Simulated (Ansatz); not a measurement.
A basis-limit estimate, worked out

An elementary step of BSi₄H₁₀Cl₂OF, closed shell (BSi₄H₉Cl₂O ([SiH3][Si]([SiH3])([SiH3])[O][B]([Cl])[Cl]) + HF → BSi₄H₉ClOF ([F][B]([Cl])[O][Si]([SiH3])([SiH3])[SiH3]) + HCl; B–Cl, H–F broken or loosened, B–F, Cl–H formed or tightened). “Start” and “end” are the PBE0-D4/def2-TZVP structures reached by relaxing down either side of its saddle point, with the molecules still in contact.

Computed with Ansatz 0.2.0 (basis: def2-TZVPP and def2-QZVPP); correlated methods freeze the cores.

Energies in eV:

| quantity | end | start |
| --- | --- | --- |
| Hartree–Fock, triple zeta (X = 3) | -62039.23539 | -62038.41656 |
| Hartree–Fock, quadruple zeta (X = 4) | -62041.13967 | -62040.31479 |
| MP2 correlation, X = 3 | -39.89852 | -40.24461 |
| MP2 correlation, X = 4 | -43.34367 | -43.71383 |
| CCSD(T) correlation, X = 3 | -44.67703 | -44.93230 |

**Question.** Work out the step energy at the basis limit: extrapolate Hartree–Fock as E(X) = E∞ + A exp(−7.88 √X) and the MP2 correlation as E(X) = E∞ + B X^−2.97 (the exponents that Neese and Valeev fitted for def2-TZVPP and QZVPP), then add CCSD(T) − MP2 in triple zeta.

**Answer.** Each step is linear, so take the differences first (end − start): Hartree–Fock -0.81883 (X = 3) and -0.82488 (X = 4); MP2 correlation 0.34609 and 0.37016; CCSD(T) correlation 0.25527.
Two points give E∞ = E(4) + w [E(4) − E(3)], with w = 1/(exp(7.88 (2 − √3)) − 1) = 0.1377 for Hartree–Fock and w = 1/((4/3)^2.97 − 1) = 0.7407 for the correlation.
Hartree–Fock: -0.82488 + 0.1377 × (-0.00605) = -0.8257 eV.
MP2 correlation: 0.37016 + 0.7407 × 0.02407 = 0.3880 eV.
CCSD(T) − MP2: 0.25527 − 0.34609 = -0.0908 eV.
Sum: -0.8257 + 0.3880 + (-0.0908) = -0.5285 eV, or -12.19 kcal/mol. Plain CCSD(T) in triple zeta gives -0.5636 eV, so the larger basis shifts the result by 0.0351 eV.

The T1 diagnostic stays at or below 0.014.

Labels in which every atom is bracketed show which atoms are joined, not bond orders.

For scale, one of the runs: CCSD(T)/def2-TZVPP, 485 basis functions, launched by `ansatz run in.yaml --threads 4 --pin off --events-out ev --progress --plain --max-ram 46080MiB --backend cuda --devices 0, --max-vram 37GiB`. Hardware: 4 CPU threads of an AMD EPYC 7R13 and a share of one NVIDIA H100, shared host. Wall time 30 s; peak host memory 1.1 GiB.
